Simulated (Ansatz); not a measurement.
Basis-set extrapolation for `OB(O)OC[SiH3]` (PBE0-D4/def2-TZVP geometry, frozen core, Ansatz 0.2.0). Multiplicity 1, RHF reference.

```tsv
	def2-TZVPP	def2-QZVPP
HF	-580.439607	-580.462713
MP2 correlation	-1.105060	-1.190226
CCSD(T) correlation	-1.187316	not run
```

Energies in hartree. Use E(X) = E(∞) + A·exp(−7.88·√X) for Hartree–Fock and E(X) = E(∞) + B·X^(−2.97) for correlation, with X = 3 and 4, and add CCSD(T) minus MP2 of the smaller set to the MP2 limit.

**Question.** What is the CCSD(T) energy at the basis-set limit?

**Answer.** HF limit: -580.462713 + (-0.023106) × 0.13774 = -580.46590. MP2 limit: -1.190226 + (-0.085166) × 0.74074 = -1.25331. Higher-order term: -1.187316 − (-1.105060) = -0.08226. Total: -581.80147 hartree, 458.3 kJ/mol below CCSD(T)/def2-TZVPP.
